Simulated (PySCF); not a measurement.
C5H8AlN.
Geometry (PBE0-D3(BJ)/def2-SVP, Å), atoms numbered from 1 in this order:
```
atom  x, y, z in Å
Al1    2.592   -0.305   -0.045
N2     0.552   -0.053   -0.021
C3    -0.243   -1.121    0.114
C4    -1.626   -1.010    0.151
C5    -2.198    0.256    0.043
C6    -1.366    1.363   -0.099
C7     0.009    1.165   -0.126
H8     2.831   -0.924    1.420
H9     2.744   -1.336   -1.271
H10    3.023    1.227   -0.288
H11    0.259   -2.089    0.193
H12   -2.241   -1.905    0.263
H13   -3.284    0.377    0.068
H14   -1.771    2.372   -0.188
H15    0.717    1.992   -0.236
```

Computed with PBE0-D3(BJ)/def2-SVP geometry optimisation, gas phase in PySCF.

Masses are those of the commonest isotopes; rigid-rotor values at the optimised geometry. 

Give the principal moments of inertia and the rotational constants in cm⁻¹.

Ia = 92.30, Ib = 348.39, Ic = 433.21 u·Å²; 505379 MHz·u·Å²/I gives 5475, 1451 and 1167 MHz, that is A = 0.18264, B = 0.04839, C = 0.03891 cm⁻¹.

Classify the top.

An asymmetric top: κ = (2 × 1451 − 5475 − 1167)/(5475 − 1167) = -0.87.

What does the inertial defect say?

Not planar: Δ = Ic − Ia − Ib = -7.48 u·Å². For a rigid frame Δ = −2 Σ m c², so Σ m c² = 3.74 u·Å² lies off the ab plane, practically all of it from hydrogen. The atom farthest from that plane is 1.41 Å away.

Give the other two planar moments, Paa and Pbb, and the rms extents of the mass along the axes.

Paa = Σ m a² = (Ib + Ic − Ia)/2 = 344.65 and Pbb = Σ m b² = (Ia + Ic − Ib)/2 = 88.56 u·Å². With the mass M = 109.05 u, the rms extents √(P/M) along a, b and c are 1.78, 0.90, 0.19 Å.

Predict some low-J microwave lines.

The dipole components are |μa| = 7.37 D, |μb| = 0.01 D, |μc| = 0.02 D. The squared components, which scale the intensities, stand as 1.00 : 0.00 : 0.00 (a : b : c). Some lines, for components of 0.1 D or more:

```
type  branch         J(Ka,Kc)   MHz  lower level (cm⁻¹)
   a       Q  2(1,1) ← 2(1,2)   852               0.387
   a       Q  3(1,2) ← 3(1,3)  1704               0.634
   a       R  1(0,1) ← 0(0,0)  2617               0.000
   a       R  2(1,2) ← 1(1,1)  4950               0.222
   a       R  2(0,2) ← 1(0,1)  5220               0.087
   a       R  2(1,1) ← 1(1,0)  5518               0.231
   a       R  3(1,3) ← 2(1,2)  7417               0.387
   a       R  3(0,3) ← 2(0,2)  7794               0.261
   a       R  3(2,2) ← 2(2,1)  7852               0.818
   a       R  3(2,1) ← 2(2,0)  7909               0.818
   a       R  3(1,2) ← 2(1,1)  8268               0.415
```

No PBE0-D3(BJ)/def2-SVP frequencies stand behind this structure, so it isn't proved a minimum. No vibrational averaging or centrifugal distortion is included, and the geometry carries the error of its method. A rigid rotor knows nothing of internal rotation, which can split or shift real lines. Quadrupole hyperfine structure (14N, 27Al) is left out.
